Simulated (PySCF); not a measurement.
A calculation to check before its numbers are used.

A core-ionisation job on C2H6OSi, SMILES `C[SiH2]C=O`. Method: delta-SCF UKS SCAN, pcX-1 on the ionised atom, pcseg-1 elsewhere, spin-free X2C (PySCF 2.14.0).

Driver input (Å, PBE0-D3(BJ)/def2-SVP geometry):

```
{"job": {"kind": "xps", "basis": "pcX-1"}, "charge": 0, "multiplicity": 1}
C      1.2081    -0.3815    -0.0369
Si    -0.3110     0.7014     0.0745
C     -1.8622    -0.4517     0.0535
O     -1.7469    -1.6520    -0.0031
H      2.1340     0.2124    -0.0265
H      1.1798    -0.9735    -0.9640
H      1.2310    -1.0847     0.8090
H     -0.3609     1.5062     1.3366
H     -0.4325     1.6543    -1.0743
H     -2.8909     0.0089     0.0961
```

Output:

```
ground state, core basis on atom 0 (C), 100 functions
  cycle   1  E = -444.91844270  |g| = 7.17e-01
  cycle   2  E = -444.31455728  |g| = 1.78e+00
  cycle   3  E = -445.01872112  |g| = 2.21e-01
  cycle   4  E = -445.02880407  |g| = 8.14e-02
  cycle   5  E = -445.03040416  |g| = 1.13e-02
  cycle   6  E = -445.03044413  |g| = 4.15e-03
  cycle   7  E = -445.03044852  |g| = 1.58e-03
  cycle   8  E = -445.03044832  |g| = 1.86e-04
  E(ground) = -445.06817760 Eh
hole in C 1s of atom 0
  cycle   1  E = -433.79392233  |g| = 1.50e+00
  cycle   2  E = -433.25695124  |g| = 1.69e+00
  cycle   3  E = -434.31633093  |g| = 3.08e-01
  cycle   4  E = -434.35271733  |g| = 7.52e-02
  cycle   5  E = -434.35379859  |g| = 6.36e-02
  cycle   6  E = -434.35522644  |g| = 2.61e-02
  cycle   7  E = -434.35553244  |g| = 3.51e-03
  cycle   8  E = -434.35554206  |g| = 1.31e-03
  cycle   9  E = -434.35554373  |g| = 5.47e-04
  cycle  10  E = -434.35554515  |g| = 1.62e-04
  E(ion) = -434.39197950 Eh   <S^2> = 0.7668   hole on atom = 1.000   binding energy = 290.514 eV
ground state, core basis on atom 1 (Si), 112 functions
  cycle   1  E = -445.12742991  |g| = 1.82e-01
  cycle   2  E = -445.12718978  |g| = 5.28e-02
  cycle   3  E = -445.12708377  |g| = 5.24e-02
  cycle   4  E = -445.12785164  |g| = 5.17e-03
  cycle   5  E = -445.12785595  |g| = 3.19e-04
  E(ground) = -445.12355191 Eh
hole in Si 1s of atom 1
  cycle   1  E = -376.19828749  |g| = 4.35e+00
  cycle   2  E = -376.12843489  |g| = 2.22e+00
  cycle   3  E = -376.48059387  |g| = 1.25e+00
  cycle   4  E = -377.06713188  |g| = 6.87e-01
  cycle   5  E = -377.23441861  |g| = 2.14e-01
  cycle   6  E = -377.25593970  |g| = 4.48e-02
  cycle   7  E = -377.25700087  |g| = 1.61e-02
  cycle   8  E = -377.25715869  |g| = 2.65e-03
  cycle   9  E = -377.25716337  |g| = 9.51e-04
  cycle  10  E = -377.25716367  |g| = 3.27e-04
  E(ion) = -377.26155111 Eh   <S^2> = 0.7524   hole on atom = 1.000   binding energy = 1846.619 eV
hole in Si 2p of atom 1
  cycle   1  E = -440.85302634  |g| = 1.23e+00
  cycle   2  E = -440.56051699  |g| = 1.25e+00
  cycle   3  E = -440.95726385  |g| = 7.06e-01
  cycle   4  E = -441.15957415  |g| = 1.95e-01
  cycle   5  E = -441.17329308  |g| = 6.61e-02
  cycle   6  E = -441.17578539  |g| = 1.48e-02
  cycle   7  E = -441.17590929  |g| = 3.76e-03
  cycle   8  E = -441.17591810  |g| = 1.29e-03
  cycle   9  E = -441.17591969  |g| = 3.93e-04
  E(ion) = -441.18399161 Eh   <S^2> = 0.7529   hole on atom = 1.002   binding energy = 107.201 eV
  2p3/2 = 106.984 eV   2p1/2 = 107.604 eV
ground state, core basis on atom 2 (C), 100 functions
  cycle   1  E = -445.02947578  |g| = 5.07e-02
  cycle   2  E = -445.02896596  |g| = 6.99e-02
  cycle   3  E = -445.02996054  |g| = 2.78e-02
  cycle   4  E = -445.03011747  |g| = 5.44e-03
  cycle   5  E = -445.03012334  |g| = 1.50e-03
  cycle   6  E = -445.03012460  |g| = 1.51e-04
  E(ground) = -445.06755770 Eh
hole in C 1s of atom 2
  cycle   1  E = -433.70253108  |g| = 1.49e+00
  cycle   2  E = -431.52342733  |g| = 2.20e+00
  cycle   3  E = -433.83417049  |g| = 8.66e-01
  cycle   4  E = -434.10214606  |g| = 6.23e-01
  cycle   5  E = -434.22220615  |g| = 2.87e-01
  cycle   6  E = -434.25181829  |g| = 9.02e-02
  cycle   7  E = -434.25708224  |g| = 2.07e-02
  cycle   8  E = -434.25767866  |g| = 1.13e-02
  cycle   9  E = -434.25805464  |g| = 9.13e-03
  cycle  10  E = -434.25846278  |g| = 3.50e-03
  cycle  11  E = -434.25849728  |g| = 1.69e-03
  cycle  12  E = -434.25849924  |g| = 7.35e-04
  cycle  13  E = -434.25850069  |g| = 4.10e-04
  E(ion) = -434.29412491 Eh   <S^2> = 0.8637   hole on atom = 1.000   binding energy = 293.160 eV
ground state, core basis on atom 3 (O), 100 functions
  cycle   1  E = -445.03177034  |g| = 4.65e-02
  cycle   2  E = -445.03069067  |g| = 8.22e-02
  cycle   3  E = -445.03208688  |g| = 2.40e-02
  cycle   4  E = -445.03219307  |g| = 5.38e-03
  cycle   5  E = -445.03219994  |g| = 5.71e-04
  cycle   6  E = -445.03220012  |g| = 1.30e-04
  E(ground) = -445.06747462 Eh
hole in O 1s of atom 3
  cycle   1  E = -424.42887106  |g| = 2.21e+00
  cycle   2  E = -423.12884863  |g| = 2.35e+00
  cycle   3  E = -424.93644455  |g| = 6.76e-01
  cycle   4  E = -425.07819290  |g| = 5.04e-01
  cycle   5  E = -425.23528653  |g| = 1.23e-01
  cycle   6  E = -425.24614398  |g| = 2.90e-02
  cycle   7  E = -425.24663877  |g| = 5.67e-03
  cycle   8  E = -425.24666007  |g| = 1.93e-03
  cycle   9  E = -425.24666391  |g| = 9.93e-04
  cycle  10  E = -425.24666397  |g| = 4.84e-04
  E(ion) = -425.28354266 Eh   <S^2> = 0.7675   hole on atom = 1.000   binding energy = 538.348 eV
```

The program numbers atoms from 0. E(ground) and E(ion) are re-evaluated on a finer grid than the cycles, so they differ from the last cycles; that is no fault. The 2p3/2 and 2p1/2 values come from a spin–orbit splitting computed afterwards; their 2:1 mean is the average over the three 2p orbitals and can differ from the one hole solved.

Q: Do all binding energies of this run deserve the same trust?

A: No. Every hole passed the driver's convergence checks (|g| < 5e-4, core orbital emptied to over 0.9), but ⟨S²⟩ is 0.864 for C1s on atom 2, against 0.75 for a pure doublet, so the unrestricted ion state holds higher spin components.

Q: How can it be mended?

A: Recompute such holes with a restricted open-shell or spin-projected scheme and compare; until then these binding energies are doubtful.
